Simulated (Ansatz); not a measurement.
This geometry of AlBH4OS (8 atoms, charge 0, multiplicity 1) is a first-order saddle point.

All numbers below come from Ansatz 0.2.0, RHF/def2-SVP.

```xyz
8
Properties=species:S:1:pos:R:3
O -0.889 1.924 -1.233
B -0.270 0.976 -0.519
S -0.988 -0.698 -0.314
Al 0.653 -1.520 0.945
H -1.714 1.670 -1.619
H 0.783 1.274 -0.018
H 0.564 -1.379 2.508
H 1.861 -2.247 0.249
```

Task: Which two structures does it join? (They come from a converged band through this point; their orientation in space is the band's.)

Result: No bond is made or broken. The dihedral B2–S3–Al4–H8 goes from 180 to 0°. The two ends are copies of one structure, up to a mirror image or an exchange of like atoms.

First end point:

```xyz
8
Properties=species:S:1:pos:R:3
O -1.111 1.955 -1.122
B -0.422 1.101 -0.356
S -0.456 -0.708 -0.720
Al 0.837 -1.601 0.820
H -1.594 1.566 -1.836
H 0.207 1.546 0.558
H 1.539 -0.694 1.894
H 1.000 -3.164 0.763
```

Last end point:

```xyz
8
Properties=species:S:1:pos:R:3
O -1.115 1.954 -1.120
B -0.429 1.101 -0.350
S -0.438 -0.704 -0.733
Al 0.843 -1.601 0.816
H -1.583 1.566 -1.844
H 0.180 1.545 0.578
H 1.029 -3.160 0.739
H 1.513 -0.700 1.914
```

Task: How far does it lie above each of them?

Result: 0.165 eV above the first and 0.165 eV above the second. This is the barrier of this one path; another mechanism may lie lower.

Time of the run: 120 s on 1 thread of Intel(R) Xeon(R) 6975P-C (Granite Rapids), on a shared host, peak memory 0.17 GiB.
